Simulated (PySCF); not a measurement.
## Correlation energy of Rh (rhodium, neutral)

[Kr] 4d8 5s1, high-spin 4F determinant. All numbers are calculated (PySCF 2.14, the spin-free X2C one-electron Hamiltonian (Gaussian nucleus), in aug-cc-pVTZ-DK). Frozen: [Kr]; 9 electrons correlated.

```csv
level,correlation energy (mhartree)
CCSD,-248.01
(T),-11.18
CCSD(T),-259.19
```

Diagnostics: T1 = 0.018, D1 = 0.0690, largest double amplitude 0.019.

Cost of the coupled-cluster step: roughly 60 core-seconds, for 9 correlated electrons.

Iterations:

```
CC2 = 0
CCSD nocc = (np.int64(6), np.int64(3)), nmo = (84, 84)
frozen orbitals [[0, 1, 2, 3, 4, 5, 6, 7, 8, 9, 10, 11, 12, 13, 14, 15, 16, 17], [0, 1, 2, 3, 4, 5, 6, 7, 8, 9, 10, 11, 12, 13, 14, 15, 16, 17]]
max_cycle = 100
direct = 0
conv_tol = 1e-08
conv_tol_normt = 1e-06
diis_space = 8
diis_start_cycle = 0
Init t2, MP2 energy = -0.25509757927865
Init E_corr(UCCSD) = -0.25509757930575
cycle = 1  E_corr(UCCSD) = -0.243765033145897  dE = 0.0113325462  norm(t1,t2) = 0.0572639
cycle = 2  E_corr(UCCSD) = -0.247228043426336  dE = -0.00346301028  norm(t1,t2) = 0.0198757
cycle = 3  E_corr(UCCSD) = -0.247467082677424  dE = -0.000239039251  norm(t1,t2) = 0.0102629
cycle = 4  E_corr(UCCSD) = -0.248000128732906  dE = -0.000533046055  norm(t1,t2) = 0.00424976
cycle = 5  E_corr(UCCSD) = -0.248011036300185  dE = -1.09075673e-05  norm(t1,t2) = 0.000698124
cycle = 6  E_corr(UCCSD) = -0.247999403308516  dE = 1.16329917e-05  norm(t1,t2) = 0.00033421
cycle = 7  E_corr(UCCSD) = -0.248002565284011  dE = -3.16197549e-06  norm(t1,t2) = 0.000125842
cycle = 8  E_corr(UCCSD) = -0.248005866828637  dE = -3.30154463e-06  norm(t1,t2) = 4.20515e-05
cycle = 9  E_corr(UCCSD) = -0.248005854160736  dE = 1.26679001e-08  norm(t1,t2) = 1.38557e-05
cycle = 10  E_corr(UCCSD) = -0.248005516326304  dE = 3.37834432e-07  norm(t1,t2) = 6.05816e-06
cycle = 11  E_corr(UCCSD) = -0.248005553626186  dE = -3.72998816e-08  norm(t1,t2) = 2.10739e-06
cycle = 12  E_corr(UCCSD) = -0.248005554058689  dE = -4.32502589e-10  norm(t1,t2) = 5.21379e-07
UCCSD converged
E(UCCSD) = -4781.293236743109  E_corr = -0.2480055540586887
UCCSD(T) correction = -0.0111822632717763
```
